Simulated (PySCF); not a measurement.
Be(Br)(Et) (C2H5BeBr), SMILES [Br][Be][CH2]C. The structure is a stationary point at B3LYP-D3(BJ)/def2-SVP. The structure was generated by enumeration; whether it is a known compound was not checked. One conformer was computed; it need not be the lowest.

Calculation: B3LYP-D3(BJ)/def2-SVP in PySCF 2.14.0.

Harmonic wavenumbers (cm⁻¹): 98, 150, 276, 330, 436, 614, 925, 954, 980, 1071, 1240, 1259, 1397, 1415, 1474, 1485, 2986, 3016, 3022, 3086, 3095. Rotational constants (GHz): 25.86, 1.341, 1.296; symmetry number 1.

Q: Work out the zero-point energy and the ideal-gas rigid-rotor harmonic-oscillator thermochemistry at 298.15 K and 1 atm.

A: ZPE = ½ Σ hcν = ½ × 29311 cm⁻¹ = 41.90 kcal/mol. H − E(el) = 46.06 kcal/mol. Entropy in cal/(mol K): translation 40.21, rotation 26.37, vibration 10.77, total 77.36. G − E(el) = 23.00 kcal/mol. Cp = 19.85 cal/(mol K). Modes under 150 cm⁻¹ make the vibrational entropy uncertain.
